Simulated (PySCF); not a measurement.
vinylidene fluoride (C₂H₂F₂), singlet, at a GFN2-xTB geometry; PBE/6-31G, polarisability by finite fields in PySCF.

Input for PySCF:
```python
from pyscf import gto, scf, dft

mol = gto.M(
    atom='''
C     1.367249   -0.185851   -0.074264
C     0.069072   -0.009389   -0.003752
F    -0.835182   -0.977630    0.051719
F    -0.545439    1.165298    0.023271
H     2.027761    0.657804   -0.115577
H     1.779898   -1.175380   -0.091241
''',
    basis='6-31g',
    charge=0,
    spin=0,
    verbose=4,
)

mf = dft.RKS(mol)
mf.xc = 'pbe'
mf.conv_tol = 1e-6
mf.kernel()
h0, z, done = mf.get_hcore(), mol.intor('int1e_r')[2], []
def energy(F):
    f = mf.copy()
    f.scf_summary = {}
    f.get_hcore = lambda *a: h0 + F * z
    e = f.kernel(mf.make_rdm1())
    done.append(f.converged)
    return e
F = 0.001
alpha = -(energy(F) + energy(-F) - 2 * mf.e_tot) / F**2
print('alpha_zz =', alpha)
```

The log (banner, timings and long lists left out):

```
PySCF version 2.14.0

[INPUT] verbose = 4
[INPUT] num. atoms = 6
[INPUT] num. electrons = 32
[INPUT] charge = 0
[INPUT] spin (= nelec alpha-beta = 2S) = 0
[INPUT] symmetry False subgroup None
[INPUT] Mole.unit = angstrom
[INPUT] Symbol           X                Y                Z      unit          X                Y                Z       unit  Magmom
[INPUT]  1 C      1.367249000000  -0.185851000000  -0.074264000000 AA    2.583726154085  -0.351207489977  -0.140338620915 Bohr   0.0
[INPUT]  2 C      0.069072000000  -0.009389000000  -0.003752000000 AA    0.130527162876  -0.017742638584  -0.007090252419 Bohr   0.0
[INPUT]  3 F     -0.835182000000  -0.977630000000   0.051719000000 AA   -1.578265244166  -1.847452951159   0.097734745436 Bohr   0.0
[INPUT]  4 F     -0.545439000000   1.165298000000   0.023271000000 AA   -1.030730327657   2.202094073503   0.043975816645 Bohr   0.0
[INPUT]  5 H      2.027761000000   0.657804000000  -0.115577000000 AA    3.831912936074   1.243069403643  -0.218408876299 Bohr   0.0
[INPUT]  6 H      1.779898000000  -1.175380000000  -0.091241000000 AA    3.363519749661  -2.221146292291  -0.172420501331 Bohr   0.0

nuclear repulsion = 117.609220784531
number of shells = 24
number of NR pGTOs = 96
number of NR cGTOs = 40
basis = 6-31g
ecp = {}

******** <class 'pyscf.dft.rks.RKS'> ********
method = RKS
initial guess = minao
damping factor = 0
level_shift factor = 0
DIIS = <class 'pyscf.scf.diis.CDIIS'>
diis_start_cycle = 1
diis_space = 8
diis_damp = 0
SCF conv_tol = 1e-06
SCF conv_tol_grad = None
SCF max_cycles = 50
direct_scf = True
direct_scf_tol = 1e-13
XC library pyscf.dft.libxc version 7.1.2
    S. Lehtola, C. Steigemann, M. J. T. Oliveira, and M. A. L. Marques,  SoftwareX 7, 1–5 (2018)
XC functionals = pbe
    J. P. Perdew, K. Burke, and M. Ernzerhof,  Phys. Rev. Lett. 77, 3865 (1996)
    J. P. Perdew, K. Burke, and M. Ernzerhof,  Phys. Rev. Lett. 78, 1396 (1997)
    J. P. Perdew, K. Burke, and M. Ernzerhof,  Phys. Rev. Lett. 77, 3865 (1996)
    J. P. Perdew, K. Burke, and M. Ernzerhof,  Phys. Rev. Lett. 78, 1396 (1997)
radial grids:
    Treutler-Ahlrichs [JCP 102, 346 (1995); DOI:10.1063/1.469408] (M4) radial grids

becke partition: Becke, JCP 88, 2547 (1988); DOI:10.1063/1.454033
pruning grids: <function nwchem_prune>
grids dens level: 3
symmetrized grids: False
atomic radii adjust function: <function treutler_atomic_radii_adjust>
small_rho_cutoff = 0
Set gradient conv threshold to 0.001
Initial guess from minao.
tot grids = 76376
init E= -277.214508584221
  HOMO = -0.283947988622445  LUMO = -0.0305107338220698  gap/eV = 6.89638
cycle= 1 E= -276.591822414746  delta_E= 0.623  |g|= 0.744  |ddm|= 2.39
  HOMO = -0.202431774447783  LUMO = 0.00762038463248826  gap/eV = 5.71581
cycle= 2 E= -276.26594497531  delta_E= 0.326  |g|= 1.39  |ddm|= 1.68
  HOMO = -0.21841182994624  LUMO = 0.0076954925748236  gap/eV = 6.15269
cycle= 3 E= -276.699814774244  delta_E= -0.434  |g|= 0.19  |ddm|= 1.19
  HOMO = -0.229217029750715  LUMO = -0.00846474552116305  gap/eV = 6.00698
cycle= 4 E= -276.707991817824  delta_E= -0.00818  |g|= 0.08  |ddm|= 0.276
  HOMO = -0.235330323431303  LUMO = -0.0143666876822475  gap/eV = 6.01273
cycle= 5 E= -276.709394136229  delta_E= -0.0014  |g|= 0.0289  |ddm|= 0.0934
  HOMO = -0.231979140781639  LUMO = -0.0109918520261112  gap/eV = 6.01337
cycle= 6 E= -276.70959811095  delta_E= -0.000204  |g|= 0.000463  |ddm|= 0.0275
  HOMO = -0.232000580431265  LUMO = -0.0110070413783259  gap/eV = 6.01354
cycle= 7 E= -276.709598174755  delta_E= -6.38e-08  |g|= 0.000161  |ddm|= 0.00111
  HOMO = -0.232011433211824  LUMO = -0.0110134220357399  gap/eV = 6.01366
Extra cycle  E= -276.709598132228  delta_E= 4.25e-08  |g|= 0.000436  |ddm|= 0.000693
converged SCF energy = -276.709598132228

******** <class 'pyscf.dft.rks.RKS'> ********
method = RKS
initial guess = minao
damping factor = 0
level_shift factor = 0
DIIS = <class 'pyscf.scf.diis.CDIIS'>
diis_start_cycle = 1
diis_space = 8
diis_damp = 0
SCF conv_tol = 1e-06
SCF conv_tol_grad = None
SCF max_cycles = 50
direct_scf = True
direct_scf_tol = 1e-13
XC library pyscf.dft.libxc version 7.1.2
    S. Lehtola, C. Steigemann, M. J. T. Oliveira, and M. A. L. Marques,  SoftwareX 7, 1–5 (2018)
XC functionals = pbe
    J. P. Perdew, K. Burke, and M. Ernzerhof,  Phys. Rev. Lett. 77, 3865 (1996)
    J. P. Perdew, K. Burke, and M. Ernzerhof,  Phys. Rev. Lett. 78, 1396 (1997)
    J. P. Perdew, K. Burke, and M. Ernzerhof,  Phys. Rev. Lett. 77, 3865 (1996)
    J. P. Perdew, K. Burke, and M. Ernzerhof,  Phys. Rev. Lett. 78, 1396 (1997)
radial grids:
    Treutler-Ahlrichs [JCP 102, 346 (1995); DOI:10.1063/1.469408] (M4) radial grids

becke partition: Becke, JCP 88, 2547 (1988); DOI:10.1063/1.454033
pruning grids: <function nwchem_prune>
grids dens level: 3
symmetrized grids: False
atomic radii adjust function: <function treutler_atomic_radii_adjust>
small_rho_cutoff = 0
Overwritten attributes  get_hcore  of <class 'pyscf.dft.rks.RKS'>
Set gradient conv threshold to 0.001
init E= -276.709569617638
  HOMO = -0.232054444261633  LUMO = -0.0110783176933231  gap/eV = 6.01307
cycle= 1 E= -276.709573566901  delta_E= -3.95e-06  |g|= 0.00107  |ddm|= 0.0113
  HOMO = -0.232110717688325  LUMO = -0.0110980472980264  gap/eV = 6.01406
cycle= 2 E= -276.709573429436  delta_E= 1.37e-07  |g|= 0.00152  |ddm|= 0.00386
  HOMO = -0.232064326439769  LUMO = -0.011086874177535  gap/eV = 6.01310
cycle= 3 E= -276.709573937205  delta_E= -5.08e-07  |g|= 0.000667  |ddm|= 0.0021
  HOMO = -0.232099628244711  LUMO = -0.011081400775101  gap/eV = 6.01421
Extra cycle  E= -276.709573258213  delta_E= 6.79e-07  |g|= 0.00171  |ddm|= 0.00241
converged SCF energy = -276.709573258213

******** <class 'pyscf.dft.rks.RKS'> ********
method = RKS
initial guess = minao
damping factor = 0
level_shift factor = 0
DIIS = <class 'pyscf.scf.diis.CDIIS'>
diis_start_cycle = 1
diis_space = 8
diis_damp = 0
SCF conv_tol = 1e-06
SCF conv_tol_grad = None
SCF max_cycles = 50
direct_scf = True
direct_scf_tol = 1e-13
XC library pyscf.dft.libxc version 7.1.2
    S. Lehtola, C. Steigemann, M. J. T. Oliveira, and M. A. L. Marques,  SoftwareX 7, 1–5 (2018)
XC functionals = pbe
    J. P. Perdew, K. Burke, and M. Ernzerhof,  Phys. Rev. Lett. 77, 3865 (1996)
    J. P. Perdew, K. Burke, and M. Ernzerhof,  Phys. Rev. Lett. 78, 1396 (1997)
    J. P. Perdew, K. Burke, and M. Ernzerhof,  Phys. Rev. Lett. 77, 3865 (1996)
    J. P. Perdew, K. Burke, and M. Ernzerhof,  Phys. Rev. Lett. 78, 1396 (1997)
radial grids:
    Treutler-Ahlrichs [JCP 102, 346 (1995); DOI:10.1063/1.469408] (M4) radial grids

becke partition: Becke, JCP 88, 2547 (1988); DOI:10.1063/1.454033
pruning grids: <function nwchem_prune>
grids dens level: 3
symmetrized grids: False
atomic radii adjust function: <function treutler_atomic_radii_adjust>
small_rho_cutoff = 0
Set gradient conv threshold to 0.001
init E= -276.709626646819
  HOMO = -0.231926975775373  LUMO = -0.0109568977641041  gap/eV = 6.01290
cycle= 1 E= -276.709629990314  delta_E= -3.34e-06  |g|= 0.00192  |ddm|= 0.0116
  HOMO = -0.231995218163257  LUMO = -0.0109286836698623  gap/eV = 6.01553
cycle= 2 E= -276.709625672324  delta_E= 4.32e-06  |g|= 0.00451  |ddm|= 0.00714
  HOMO = -0.231928357075043  LUMO = -0.010940037208528  gap/eV = 6.01340
cycle= 3 E= -276.709631171829  delta_E= -5.5e-06  |g|= 0.000327  |ddm|= 0.00467
  HOMO = -0.231943976003457  LUMO = -0.0109468409630695  gap/eV = 6.01364
cycle= 4 E= -276.709631208744  delta_E= -3.69e-08  |g|= 9.77e-05  |ddm|= 0.00059
  HOMO = -0.23193516074036  LUMO = -0.0109454816069134  gap/eV = 6.01344
Extra cycle  E= -276.709631203714  delta_E= 5.03e-09  |g|= 0.000182  |ddm|= 0.000198
converged SCF energy = -276.709631203714
alpha_zz = 8.197470265258744
```
